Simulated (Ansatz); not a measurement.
Species: H4BPO2, charge 0, singlet. H4BPO2 (SMILES PB(O)O).
B3LYP-D3(BJ)/def2-TZVP minimum from Ansatz (a quantum-chemistry and plane-wave program):
```
B
O 1 1.3670
H 2 0.9639 1 116.23
O 1 1.3670 2 124.62 3 0.42
H 4 0.9639 1 116.23 2 -0.42
P 1 1.9389 2 117.60 3 -174.66
H 6 1.4152 1 96.46 2 -140.47
H 6 1.4152 7 95.56 1 -97.17
```
Charge 0, spin multiplicity 1.

Total energies in cc-pV(D+d)Z, 24 correlated electrons, 8 frozen orbitals. Open shells are spin-unrestricted; no spin-orbit coupling. Cores are frozen in correlated methods. No relativity.

```tsv
method	program	energy (Eh)	minus CCSDT(Q) (mEh)
HF	Ansatz	-517.60011	634.84
MP2	Ansatz	-518.17976	55.19
CCSD	Ansatz	-518.21637	18.58
CCSD(T)	Ansatz	-518.23242	2.53
CCSDT(Q)	Ansatz	-518.23495	0.00
```

Rough core times of Ansatz's runs on a shared machine: CCSD(T) under 20 s, CCSDT(Q) 10 min.
